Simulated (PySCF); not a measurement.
Compound: C5H7NO3Si.
Numbering: `[O:1]=[CH:2][O:3][Si@@H:4]([OH:5])[n:6]1[cH:7][cH:8][cH:9][cH:10]1`

NICS is the negative of the GIAO shielding at a point without a nucleus: at the ring centre (0) and 1 Å above and below it (1); zz is the component along the ring normal. Level: GIAO PBE0/pcSseg-1 (PySCF, non-relativistic, gas phase) on the GFN2-xTB geometry, one conformer.

Ring bond lengths (Å), with Mayer bond orders in brackets: N6–C7 1.375 (1.10), C7–C8 1.358 (1.56), C8–C9 1.418 (1.32), C9–C10 1.358 (1.57), C10–N6 1.372 (1.10).

**Question.** What do the NICS probes read (ppm)?

**Answer.** 
```json
{"ring": "N6–C7–C8–C9–C10", "type": "5-membered ring with N; formal bonds all aromatic", "NICS(0)": "-13.1", "NICS(1), two faces": "-10.9 / -11.1", "NICS(1)zz, two faces": "-29.4 / -29.3", "rms pucker (Å)": "0.00", "centre to ring atoms, mean (Å)": "1.17"}
```

**Question.** What can be read from them?

**Answer.** 
- N6–C7–C8–C9–C10: mean NICS(1)zz -29.4 ppm, shielded, aromatic by this magnetic criterion (flat ring, no four-coordinate atom).

**Question.** What does the geometric index give? HOMA = 1 − mean of α(R − Ropt)² over the ring bonds, with Krygowski's 1993 parameters (CC: Ropt 1.388 Å, α 257.7 Å⁻²; CN: Ropt 1.334 Å, α 93.52 Å⁻²).

**Answer.** 
- N6–C7–C8–C9–C10: HOMA 0.80; the largest term is that of C8–C9, α(R − Ropt)² = 0.23. The geometric and the magnetic index point the same way.

**Question.** At the first NICS(1) probe listed for ring N6–C7–C8–C9–C10, 1 Å off the ring, what do the in-plane components average?

**Answer.** The isotropic value is a third of the trace: (3 × -10.9 − (-29.4))/2 = -1.7 ppm.

**Question.** How shielded are the nuclei of the rings and their hydrogens (means over atoms taken as equivalent)?

**Answer.** 
| atoms | environment | σ isotropic (ppm) |
| --- | --- | --- |
| N6 | pyrrole-type nitrogen | 88.6 |
| C7 (×2) | aromatic CH next to a ring nitrogen | 62.6 |
| C8 (×2) | aromatic CH carbon | 68.8 |
| H on C7 (×2) | aromatic hydrogen | 24.80 |
| H on C8 (×2) | aromatic hydrogen | 25.04 |

On an Arm Neoverse N1 with one thread, no GPU, shared host with 64 logical CPUs at a one-minute load of 57, this took 74 s of wall time and 0.94 GiB of memory at its peak. This is the whole shielding run at PBE0/pcSseg-1, SCF included.

The values belong to the conformer `[O:1]=[CH:2][O:3][Si@@H:4]([OH:5])[n:6]1[cH:7][cH:8][cH:9][cH:10]1`: O1–C2–O3–Si4 1°, C2–O3–Si4–O5 42°, O3–Si4–N6–C7 21°, H–O5–Si4–O3 -46°.
